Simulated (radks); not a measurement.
Results of a calculation; reference values are marked as such.
Coulomb parameter of the 4f shell of the erbium ion Er2+ in the model configuration [Xe] 4f11 5d1, as a second difference U = [E(n + 0.5) + E(n - 0.5) - 2 E(n)] / (0.5)^2 with all orbitals relaxed. "Bare": the charge of the atom changes with n. "Screened": the 5d shell takes up the change at fixed total charge, which measures U(4f,4f) + U(5d,5d) - 2 U(4f,5d). Level of theory: Dirac Kohn-Sham, BLYP, spin-unpolarised, spherical densities, finite nucleus; open shells are shared between the two j in proportion to 2j + 1; Fermi nuclear charge, rms radius 5.2516 fm (a radial shooting solver on a logarithmic mesh with Libxc functionals).

case,configuration,E - E(n) (eV)
start,[Xe] 4f11 5d1,0.000
bare +0.5,[Xe] 4f11.5 5d1,-9.690
bare -0.5,[Xe] 4f10.5 5d1,14.061
screened +0.5,[Xe] 4f11.5 5d0.5,-3.594
screened -0.5,[Xe] 4f10.5 5d1.5,4.891

U(bare) = 17.486 eV, U(screened by 5d) = 5.190 eV.
